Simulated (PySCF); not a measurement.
## Core-level binding energies of PAsAsAs tetrahedron

PAsAsAs tetrahedron, As₃P.
Cartesian coordinates in Å at the PBE0-D3(BJ)/def2-SVP level; atoms count from 1:
```xyz
4
As3P angstrom
P     -1.132    0.040    0.816
As     1.141   -0.470    0.811
As     0.252    1.361   -0.512
As    -0.261   -0.931   -1.114
```

Method: delta-SCF UKS SCAN, pcX-2 on the ionised atom, pcseg-1 elsewhere, spin-free X2C in PySCF. Each binding energy is the total energy of the core-ionised species, with the hole localised on one atom, minus that of the ground state; both are solved self-consistently, so orbital relaxation is included.

Q: List the computed XPS lines with their assignment.

A: 
```json
{"atom(s)": "P1", "environment": "phosphorus bonded to 3 As", "level": "P 2p3/2", "binding energy (eV)": "136.24", "2p1/2 (eV)": "137.13", "count": "1"}
{"atom(s)": "P1", "environment": "phosphorus bonded to 3 As", "level": "P 1s", "binding energy (eV)": "2149.81", "2p1/2 (eV)": "–", "count": "1"}
```

Q: Express the binding energy of P 1s of P1 in atomic units and per mole.

A: 2149.81 eV = 79.0041 Eh = 207425 kJ/mol.

The 2p values aren't plain energy differences: one relaxed spin-free 2p hole is combined with a matrix within the shell (ground-state 2p orbital-energy differences and spin–orbit coupling). 2p3/2, the mean of its two sublevels, lies a third of the splitting below the shell's mean and 2p1/2 two thirds above it; the statistical areas are 2:1. 2p1/2 minus 2p3/2 (ligand field included): P 0.89 eV. No level of arsenic is listed. Geometry: PBE0-D3(BJ)/def2-SVP; no solvent, vibrations or thermal averaging.
